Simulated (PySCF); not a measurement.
**Vibration and rotation of HI**

RHF-CCSD(T) constants of HI, ¹Σ⁺ (singlet), closed shell (basis H aug-cc-pVDZ, I aug-cc-pVDZ-PP with ECP28; scalar-relativistic core potentials; PySCF 2.14; masses 1.0078 and 126.9045 u):

- ωe: 2321.2 cm⁻¹
- ωexe: 40.2 cm⁻¹
- Be: 6.4371 cm⁻¹
- αe: 0.166 cm⁻¹
- D (centrifugal): 0.000198 cm⁻¹
- De to H + I: 3.31 eV

(1) Give the band origin of the fundamental and the first lines of its P and R branches.

(2) Near which J would the R branch turn back, without centrifugal distortion?

Measured values (Huber and Herzberg, Constants of Diatomic Molecules (1979)): ωe = 2309.014 cm⁻¹, ωexe = 39.6435 cm⁻¹, αe = 0.16886 cm⁻¹.

Correlated steps freeze 4 core orbitals. Correlated levels converge slowly with the basis: in double zeta they bind strong bonds too weakly, by up to about 1 eV, and carry superposition errors of some tenths. Spin–orbit coupling is left out, which matters for elements this heavy, above all for dissociation energies. Where the molecule has an RHF reference, its open-shell atoms are computed with UHF.

Answers

(1) ν0 = ωe − 2ωexe = 2240.8 cm⁻¹, B0 = 6.3541, B1 = 6.1881 cm⁻¹.

```tsv
J″	P(J″) − ν0	R(J″) − ν0
0		12.375
1	-12.707	24.414
2	-25.742	36.111
3	-39.099	47.462
4	-52.774	58.462
5	-66.762	69.106
6	-81.058	79.390
```

(2) At J ≈ (B0 + B1)/(2(B0 − B1)) − 1 ≈ 37.
